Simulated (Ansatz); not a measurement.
Geometry optimisation of the cluster Al5F3⁺.

```yaml
crystal:
  periodic: [false, false, false]
  atoms:
    - {symbol: Al, position_ang: [0.460460, -1.862310, 1.498300]}
    - {symbol: Al, position_ang: [-1.808420, -0.618860, 1.721820]}
    - {symbol: Al, position_ang: [2.524300, 0.420190, -0.702630]}
    - {symbol: Al, position_ang: [-1.050340, -0.639040, -1.114880]}
    - {symbol: Al, position_ang: [-0.996380, 1.988860, -1.163550]}
    - {symbol: F, position_ang: [-1.463440, 0.785760, 0.461700]}
    - {symbol: F, position_ang: [1.686500, -0.870260, 0.495660]}
    - {symbol: F, position_ang: [0.647310, 0.795670, -1.196420]}
basis:
  gaussian: {orbitals: def2-SVP}
total_charge: 1
magnetization: {spin_polarized: true, initial_magnetization: 1}
hamiltonian: {xc: pbe, dispersion: d4}
scf: {lower_state_search: "off"}
output: {orbitals: {seedname: orbitals}}
relax: {f_tol: 0.02, max_steps: 100}
```

```sh
$ ansatz run in.yaml --threads 4 --pin off --events-out ev --progress --plain --max-ram 8704MiB
```

It prints (some lines left out):

```
Functional definition: PBE
mean field -41090.37611434 eV, -1510.0434701445 hartree, gradient 4.3e-6 eV, S^2 0.763631; 0 other end points of the search recorded, 0 dependent functions left out
relax step   1: F+E_penalty+E_count = -41090.77449209 eV  Δ(F+E_penalty+E_count) = +0.000e0 eV  max|allowed force component| = 1.072e0 eV/Å  Δτ_max = 0.0000 Å  (28 SCF iters, accepted)
mean field -41090.66538171 eV, -1510.0541005245 hartree, gradient 2.2e-6 eV, S^2 0.763920; 0 other end points of the search recorded, 0 dependent functions left out
relax step   2: F+E_penalty+E_count = -41091.07739675 eV  Δ(F+E_penalty+E_count) = -3.029e-1 eV  max|allowed force component| = 4.020e-1 eV/Å  Δτ_max = 0.1650 Å  (31 SCF iters, accepted)
mean field -41090.71373181 eV, -1510.0558773579 hartree, gradient 1.9e-6 eV, S^2 0.765900; 0 other end points of the search recorded, 0 dependent functions left out
relax step   3: F+E_penalty+E_count = -41091.12864566 eV  Δ(F+E_penalty+E_count) = -5.125e-2 eV  max|allowed force component| = 3.102e-1 eV/Å  Δτ_max = 0.1513 Å  (28 SCF iters, accepted)
mean field -41090.77324787 eV, -1510.0580645328 hartree, gradient 1.8e-6 eV, S^2 0.764869; 0 other end points of the search recorded, 0 dependent functions left out
relax step   4: F+E_penalty+E_count = -41091.19648926 eV  Δ(F+E_penalty+E_count) = -6.784e-2 eV  max|allowed force component| = 2.291e-1 eV/Å  Δτ_max = 0.2000 Å  (30 SCF iters, accepted)
mean field -41090.78385786 eV, -1510.0584544427 hartree, gradient 1.4e-6 eV, S^2 0.764281; 0 other end points of the search recorded, 0 dependent functions left out
relax step   5: F+E_penalty+E_count = -41091.21374338 eV  Δ(F+E_penalty+E_count) = -1.725e-2 eV  max|allowed force component| = 2.508e-1 eV/Å  Δτ_max = 0.1424 Å  (28 SCF iters, accepted)
mean field -41090.80711982 eV, -1510.0593093039 hartree, gradient 8.4e-6 eV, S^2 0.764017; 0 other end points of the search recorded, 0 dependent functions left out
relax step   6: F+E_penalty+E_count = -41091.23994937 eV  Δ(F+E_penalty+E_count) = -2.621e-2 eV  max|allowed force component| = 1.450e-1 eV/Å  Δτ_max = 0.1285 Å  (24 SCF iters, accepted)
mean field -41090.84960137 eV, -1510.0608704723 hartree, gradient 1.6e-6 eV, S^2 0.764460; 0 other end points of the search recorded, 0 dependent functions left out
relax step   7: F+E_penalty+E_count = -41091.28513639 eV  Δ(F+E_penalty+E_count) = -4.519e-2 eV  max|allowed force component| = 1.883e-1 eV/Å  Δτ_max = 0.1979 Å  (31 SCF iters, accepted)
mean field -41090.88372551 eV, -1510.0621245111 hartree, gradient 6.6e-6 eV, S^2 0.763264; 0 other end points of the search recorded, 0 dependent functions left out
relax step   8: F+E_penalty+E_count = -41091.31834668 eV  Δ(F+E_penalty+E_count) = -3.321e-2 eV  max|allowed force component| = 1.952e-1 eV/Å  Δτ_max = 0.1717 Å  (32 SCF iters, accepted)
mean field -41090.89786876 eV, -1510.0626442659 hartree, gradient 8.8e-6 eV, S^2 0.760468; 0 other end points of the search recorded, 0 dependent functions left out
relax step   9: F+E_penalty+E_count = -41091.34433120 eV  Δ(F+E_penalty+E_count) = -2.598e-2 eV  max|allowed force component| = 1.924e-1 eV/Å  Δτ_max = 0.1950 Å  (30 SCF iters, accepted)
mean field -41090.89958814 eV, -1510.0627074521 hartree, gradient 1.5e-6 eV, S^2 0.759359; 0 other end points of the search recorded, 0 dependent functions left out
relax step  10: F+E_penalty+E_count = -41091.35600196 eV  Δ(F+E_penalty+E_count) = -1.167e-2 eV  max|allowed force component| = 2.712e-1 eV/Å  Δτ_max = 0.1700 Å  (30 SCF iters, accepted)
mean field -41090.88563136 eV, -1510.0621945497 hartree, gradient 7.5e-6 eV, S^2 0.761495; 0 other end points of the search recorded, 0 dependent functions left out
relax step  11: F+E_penalty+E_count = -41091.33456791 eV  Δ(F+E_penalty+E_count) = +2.143e-2 eV  max|allowed force component| = 6.246e-1 eV/Å  Δτ_max = 0.1952 Å  (31 SCF iters, rejected (line search))
mean field -41090.93186245 eV, -1510.0638935110 hartree, gradient 1.6e-6 eV, S^2 0.761575; 0 other end points of the search recorded, 0 dependent functions left out
relax step  12: F+E_penalty+E_count = -41091.38481056 eV  Δ(F+E_penalty+E_count) = -2.881e-2 eV  max|allowed force component| = 9.702e-2 eV/Å  Δτ_max = 0.0976 Å  (32 SCF iters, accepted)
mean field -41090.93113368 eV, -1510.0638667294 hartree, gradient 2.0e-6 eV, S^2 0.764239; 0 other end points of the search recorded, 0 dependent functions left out
relax step  13: F+E_penalty+E_count = -41091.38449165 eV  Δ(F+E_penalty+E_count) = +3.189e-4 eV  max|allowed force component| = 1.432e-1 eV/Å  Δτ_max = 0.0999 Å  (30 SCF iters, rejected (line search))
mean field -41090.94164787 eV, -1510.0642531185 hartree, gradient 2.0e-6 eV, S^2 0.763159; 0 other end points of the search recorded, 0 dependent functions left out
relax step  14: F+E_penalty+E_count = -41091.39200072 eV  Δ(F+E_penalty+E_count) = -7.190e-3 eV  max|allowed force component| = 3.673e-2 eV/Å  Δτ_max = 0.0478 Å  (31 SCF iters, accepted)
mean field -41090.94745690 eV, -1510.0644665965 hartree, gradient 1.5e-6 eV, S^2 0.764079; 0 other end points of the search recorded, 0 dependent functions left out
relax step  15: F+E_penalty+E_count = -41091.39539081 eV  Δ(F+E_penalty+E_count) = -3.390e-3 eV  max|allowed force component| = 3.887e-2 eV/Å  Δτ_max = 0.0484 Å  (29 SCF iters, accepted)
mean field -41090.95698383 eV, -1510.0648167047 hartree, gradient 2.2e-6 eV, S^2 0.764307; 0 other end points of the search recorded, 0 dependent functions left out
relax step  16: F+E_penalty+E_count = -41091.40036712 eV  Δ(F+E_penalty+E_count) = -4.976e-3 eV  max|allowed force component| = 6.381e-2 eV/Å  Δτ_max = 0.0732 Å  (28 SCF iters, accepted)
mean field -41090.96728256 eV, -1510.0651951762 hartree, gradient 1.9e-6 eV, S^2 0.763534; 0 other end points of the search recorded, 0 dependent functions left out
relax step  17: F+E_penalty+E_count = -41091.41143278 eV  Δ(F+E_penalty+E_count) = -1.107e-2 eV  max|allowed force component| = 1.157e-1 eV/Å  Δτ_max = 0.1093 Å  (29 SCF iters, accepted)
mean field -41090.94611556 eV, -1510.0644173033 hartree, gradient 4.9e-6 eV, S^2 0.761633; 0 other end points of the search recorded, 0 dependent functions left out
relax step  18: F+E_penalty+E_count = -41091.40521069 eV  Δ(F+E_penalty+E_count) = +6.222e-3 eV  max|allowed force component| = 2.777e-1 eV/Å  Δτ_max = 0.1610 Å  (29 SCF iters, rejected (line search))
mean field -41090.96666349 eV, -1510.0651724257 hartree, gradient 4.0e-6 eV, S^2 0.762862; 0 other end points of the search recorded, 0 dependent functions left out
relax step  19: F+E_penalty+E_count = -41091.42165746 eV  Δ(F+E_penalty+E_count) = -1.022e-2 eV  max|allowed force component| = 9.938e-2 eV/Å  Δτ_max = 0.0782 Å  (26 SCF iters, accepted)
mean field -41090.96231452 eV, -1510.0650126041 hartree, gradient 2.5e-6 eV, S^2 0.761812; 0 other end points of the search recorded, 0 dependent functions left out
[...]
mean field -41091.36639559 eV, -1510.0798623096 hartree, gradient 2.9e-6 eV, S^2 0.763135; 0 other end points of the search recorded, 0 dependent functions left out
relax step  38: F+E_penalty+E_count = -41091.76517889 eV  Δ(F+E_penalty+E_count) = -5.395e-2 eV  max|allowed force component| = 3.447e-1 eV/Å  Δτ_max = 0.1936 Å  (26 SCF iters, accepted)
mean field -41091.38970705 eV, -1510.0807189897 hartree, gradient 8.2e-6 eV, S^2 0.762688; 0 other end points of the search recorded, 0 dependent functions left out
relax step  39: F+E_penalty+E_count = -41091.78317884 eV  Δ(F+E_penalty+E_count) = -1.800e-2 eV  max|allowed force component| = 2.729e-1 eV/Å  Δτ_max = 0.1632 Å  (25 SCF iters, accepted)
mean field -41091.39970498 eV, -1510.0810864069 hartree, gradient 1.1e-6 eV, S^2 0.762388; 0 other end points of the search recorded, 0 dependent functions left out
relax step  40: F+E_penalty+E_count = -41091.79501682 eV  Δ(F+E_penalty+E_count) = -1.184e-2 eV  max|allowed force component| = 1.902e-1 eV/Å  Δτ_max = 0.1960 Å  (29 SCF iters, accepted)
mean field -41091.43270951 eV, -1510.0822993011 hartree, gradient 2.0e-6 eV, S^2 0.762945; 0 other end points of the search recorded, 0 dependent functions left out
relax step  41: F+E_penalty+E_count = -41091.81545646 eV  Δ(F+E_penalty+E_count) = -2.044e-2 eV  max|allowed force component| = 1.138e-1 eV/Å  Δτ_max = 0.2000 Å  (28 SCF iters, accepted)
mean field -41091.46395136 eV, -1510.0834474178 hartree, gradient 2.5e-6 eV, S^2 0.763235; 0 other end points of the search recorded, 0 dependent functions left out
relax step  42: F+E_penalty+E_count = -41091.83575126 eV  Δ(F+E_penalty+E_count) = -2.029e-2 eV  max|allowed force component| = 1.303e-1 eV/Å  Δτ_max = 0.1976 Å  (28 SCF iters, accepted)
mean field -41091.49322632 eV, -1510.0845232526 hartree, gradient 1.4e-6 eV, S^2 0.763403; 0 other end points of the search recorded, 0 dependent functions left out
relax step  43: F+E_penalty+E_count = -41091.85814323 eV  Δ(F+E_penalty+E_count) = -2.239e-2 eV  max|allowed force component| = 2.205e-1 eV/Å  Δτ_max = 0.1950 Å  (29 SCF iters, accepted)
mean field -41091.50567320 eV, -1510.0849806671 hartree, gradient 2.8e-6 eV, S^2 0.763146; 0 other end points of the search recorded, 0 dependent functions left out
relax step  44: F+E_penalty+E_count = -41091.87271883 eV  Δ(F+E_penalty+E_count) = -1.458e-2 eV  max|allowed force component| = 1.873e-1 eV/Å  Δτ_max = 0.1949 Å  (27 SCF iters, accepted)
mean field -41091.52354775 eV, -1510.0856375448 hartree, gradient 9.1e-6 eV, S^2 0.763106; 0 other end points of the search recorded, 0 dependent functions left out
relax step  45: F+E_penalty+E_count = -41091.88206277 eV  Δ(F+E_penalty+E_count) = -9.344e-3 eV  max|allowed force component| = 1.720e-1 eV/Å  Δτ_max = 0.1225 Å  (25 SCF iters, accepted)
mean field -41091.51520297 eV, -1510.0853308799 hartree, gradient 4.4e-6 eV, S^2 0.763044; 0 other end points of the search recorded, 0 dependent functions left out
relax step  46: F+E_penalty+E_count = -41091.88444689 eV  Δ(F+E_penalty+E_count) = -2.384e-3 eV  max|allowed force component| = 1.763e-1 eV/Å  Δτ_max = 0.0684 Å  (25 SCF iters, accepted)
mean field -41091.46142448 eV, -1510.0833545567 hartree, gradient 1.6e-6 eV, S^2 0.761711; 0 other end points of the search recorded, 0 dependent functions left out
relax step  47: F+E_penalty+E_count = -41091.82424476 eV  Δ(F+E_penalty+E_count) = +6.020e-2 eV  max|allowed force component| = 4.316e-1 eV/Å  Δτ_max = 0.2000 Å  (30 SCF iters, rejected (line search))
mean field -41091.52702184 eV, -1510.0857652152 hartree, gradient 5.1e-6 eV, S^2 0.763076; 0 other end points of the search recorded, 0 dependent functions left out
relax step  48: F+E_penalty+E_count = -41091.89225192 eV  Δ(F+E_penalty+E_count) = -7.805e-3 eV  max|allowed force component| = 6.558e-2 eV/Å  Δτ_max = 0.0898 Å  (25 SCF iters, accepted)
mean field -41091.52809936 eV, -1510.0858048134 hartree, gradient 4.1e-6 eV, S^2 0.763208; 0 other end points of the search recorded, 0 dependent functions left out
relax step  49: F+E_penalty+E_count = -41091.89371178 eV  Δ(F+E_penalty+E_count) = -1.460e-3 eV  max|allowed force component| = 4.171e-2 eV/Å  Δτ_max = 0.0389 Å  (25 SCF iters, accepted)
mean field -41091.52818849 eV, -1510.0858080889 hartree, gradient 1.8e-6 eV, S^2 0.763147; 0 other end points of the search recorded, 0 dependent functions left out
relax step  50: F+E_penalty+E_count = -41091.89428241 eV  Δ(F+E_penalty+E_count) = -5.706e-4 eV  max|allowed force component| = 1.205e-2 eV/Å  Δτ_max = 0.0164 Å  (27 SCF iters, accepted)
Total energy: -41091.89432905 eV, -1510.0992635063 hartree
Atom 0 at    -0.273044    -1.409742     0.756795 Å, force     0.005817     0.004670    -0.005473 eV/Å
Atom 1 at    -1.116574     1.036839     1.766279 Å, force     0.000484     0.002667    -0.002329 eV/Å
Atom 2 at     3.068609    -1.033489    -0.753093 Å, force    -0.012053     0.000231     0.001941 eV/Å
Atom 3 at     0.195489     1.241227    -0.764114 Å, force    -0.008056    -0.002623     0.006913 eV/Å
Atom 4 at    -2.441627     0.303468    -0.957157 Å, force     0.008948    -0.003410     0.002412 eV/Å
Atom 5 at    -2.710305     1.012719     0.779683 Å, force    -0.005722     0.001794     0.000508 eV/Å
Atom 6 at     1.462349    -1.669715     0.284618 Å, force     0.001814     0.000464    -0.003669 eV/Å
Atom 7 at     1.815094     0.518703    -1.113011 Å, force     0.008769    -0.003793    -0.000302 eV/Å
Dipole moment:    -0.105467    -0.001271    -0.020415 e Å
Checks for a lower state left out: stability, starts, cluster_reference, orbital_swaps, neighbouring_geometries, increment
```

Hardware: 4 threads of Intel Xeon 6975P-C on a shared host. Wall time 67 s.

Another isomer (doublet) lies 0.06 eV lower at PBE0-D4/def2-TZVP; other spin states weren't run for this one.
